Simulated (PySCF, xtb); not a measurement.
B(Cl)(F)(OAc) (C2H3BClFO2), SMILES CC(=O)OB(F)Cl.

GFN2-xTB run with xtb at its own geometry gives an orbital gap of 4.32 eV and a dipole moment of 3.75 D.

The structure is a stationary point at TPSSh-D3(BJ)/def2-SVP. This is a generated structure with no PubChem entry under its InChIKey; it may be hypothetical. One conformer was computed; it need not be the lowest.

Question: What does PBE0/def2-TZVP (PySCF) give? (Estimate from the structure and the level; the computed values follow.)

Answer: gap 7.78 eV (levels -8.71 and -0.93 eV), dipole 2.85 D.
